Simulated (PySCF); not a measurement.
Compound: C7H7N.
Geometry (PBE0-D3(BJ)/def2-SVP, Å), atoms numbered from 1 in this order:
```
atom  x, y, z in Å
C1    -3.262    0.635    0.573
C2    -2.141    0.469   -0.148
C3    -0.839    0.236    0.432
C4     0.297    0.068   -0.286
C5     1.583   -0.161    0.314
C6     2.725   -0.331   -0.392
C7     3.987   -0.556    0.222
N8     5.023   -0.741    0.712
H9    -3.242    0.601    1.667
H10   -4.228    0.809    0.096
H11   -2.193    0.508   -1.242
H12   -0.782    0.196    1.527
H13    0.250    0.107   -1.380
H14    1.629   -0.200    1.408
H15    2.715   -0.298   -1.486
```

All values: CAM-B3LYP/def2-SVPD (PySCF, non-relativistic), on one gas-phase PBE0-D3(BJ)/def2-SVP geometry that isn't relaxed in the solvent. The solvent is an IEF-PCM continuum (Bondi radii, 1.10 Å for H, scaled by 1.2), and excitations are vertical TDDFT with non-equilibrium linear response and a frozen core. Only the electrostatic response of the medium enters.

Gas-phase singlets (H = HOMO, L = LUMO):

```json
{"state": "S1", "E (eV)": "4.453", "λ (nm)": "278", "f": "1.294", "leading configurations": "H→L 98%"}
{"state": "S2", "E (eV)": "6.098", "λ (nm)": "203", "f": "0.000", "leading configurations": "H-2→L 81%, H-2→L+1 11%"}
{"state": "S3", "E (eV)": "6.104", "λ (nm)": "203", "f": "0.006", "leading configurations": "H-1→L 79%, H→L+1 15%"}
{"state": "S4", "E (eV)": "6.355", "λ (nm)": "195", "f": "0.001", "leading configurations": "H→L+2 71%"}
{"state": "S5", "E (eV)": "6.521", "λ (nm)": "190", "f": "0.033", "leading configurations": "H→L+1 77%, H-1→L 13%"}
```

Problem. How does the list change in benzene (ε = 2.271)?

Solution. 
```
state  E (eV)  λ (nm)      f  leading configurations  change by rank (eV)
   S1   4.138     300  1.446                 H→L 98%               -0.315
   S2   6.090     204  0.008               H-1→L 91%               -0.008
   S3   6.253     198  0.000    H-2→L 52%, H→L+2 21%               +0.149
   S4   6.364     195  0.000    H→L+2 43%, H-2→L 32%               +0.009
   S5   6.393     194  0.042               H→L+1 91%               -0.128
```

Problem. Give the list for chloroform (ε = 4.711), n² = 2.09.

Solution. 
```tsv
state	E (eV)	λ (nm)	f	leading configurations	change by rank (eV)
S1	4.144	299	1.435	H→L 98%	-0.309
S2	6.109	203	0.011	H-1→L 90%	+0.011
S3	6.261	198	0.000	H→L+2 48%, H→L+5 15%, H-2→L 12%	+0.157
S4	6.413	193	0.045	H→L+1 90%	+0.058
S5	6.416	193	0.000	H-2→L 72%, H→L+2 11%, H-2→L+1 8%	-0.105
```

Problem. The ground-state energy changes by -0.258 eV from gas to chloroform. By how much does the total energy of gas-phase S1 change?

Solution. E(S1) = E(S0) + excitation energy, so it changes by -0.258 − 0.309 = -0.567 eV: it is lowered more than the ground state, which is what a red shift means. This is the vertical state, with the slow part of the continuum still set for S0.

Problem. How do the frontier levels move from gas to chloroform?

Solution. 
| orbital | gas (eV) | solvent (eV) | change (eV) | Löwdin shares, gas | Löwdin shares, solvent |
| --- | --- | --- | --- | --- | --- |
| LUMO+2 | 1.25 | 1.51 | +0.26 | H13 20 %, H15 15 %, C4 12 %, C6 11 % | C7 24 %, C6 19 %, N8 12 %, H15 11 % |
| LUMO+1 | 1.02 | 1.23 | +0.21 | C5 18 %, C1 17 %, C2 17 %, C4 12 % | C1 18 %, C2 17 %, C5 16 %, C4 12 % |
| LUMO | -1.51 | -1.34 | +0.17 | C6 16 %, C3 16 %, C5 14 %, C1 14 % | C3 16 %, C5 15 %, C6 15 %, C1 13 % |
| HOMO | -7.96 | -7.77 | +0.19 | C4 16 %, C1 16 %, C6 15 %, C3 15 % | C4 17 %, C1 16 %, C6 15 %, C3 15 % |
| HOMO-1 | -10.11 | -9.96 | +0.15 | C2 18 %, C1 16 %, C5 15 %, N8 14 % | C2 19 %, C5 16 %, C1 16 %, N8 12 % |
| HOMO-2 | -10.98 | -11.18 | -0.20 | N8 48 %, C7 38 %, C6 8 % | N8 47 %, C7 35 %, C6 8 % |
| HOMO-3 | -11.63 | -11.50 | +0.13 | C3 19 %, C2 16 %, N8 15 %, C4 14 % | C3 21 %, C4 18 %, C2 15 %, N8 12 % |

The HOMO–LUMO gap goes from 6.45 to 6.43 eV. Rows go by rank; for LUMO+1 and LUMO+2 the atom shares or the degeneracy differ between the runs, so the row needn't follow one orbital.
